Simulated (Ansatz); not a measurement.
Start from `BrCCCCBr` and change one atom or group to get `CCCCCCBr`.

Ansatz, PBE0-D4/def2-TZVP geometries, multiplicity 1. Each molecule was computed in one conformer, which needn't be the lowest.

Scalar relativity is left out up to krypton. Spin–orbit coupling is left out; it splits and shifts lone-pair levels of the heavy atoms by tenths of an eV.

```tsv
property	`BrCCCCBr`
size of the dipole moment (ωB97M-V/def2-TZVPP) / D	0.00
HOMO energy (B3LYP/def2-TZVPP) / eV	-7.67
LUMO energy (ωB97M-V/def2-TZVPP) / eV	2.02
HOMO–LUMO gap (ωB97M-V/def2-TZVPP) / eV	12.21
HOMO–LUMO gap (PBE0/def2-TZVPP) / eV	7.93
LUMO energy (PBE/def2-TZVPP) / eV	-1.03
```

(1) What does the change do to each property? (An estimate is asked.)

## Answers

(1) Ansatz gave: 
```csv
property,`CCCCCCBr`,shift
size of the dipole moment (ωB97M-V/def2-TZVPP) / D,2.08,2.08
HOMO energy (B3LYP/def2-TZVPP) / eV,-7.49,0.18
LUMO energy (ωB97M-V/def2-TZVPP) / eV,2.19,0.17
HOMO–LUMO gap (ωB97M-V/def2-TZVPP) / eV,12.21,0.00
HOMO–LUMO gap (PBE0/def2-TZVPP) / eV,7.96,0.03
LUMO energy (PBE/def2-TZVPP) / eV,-0.82,0.21
```

Positive LUMOs are unbound, so they and the gaps depend on the basis.

B3LYP here is the variant with VWN-RPA as its local correlation; programs differ in this.
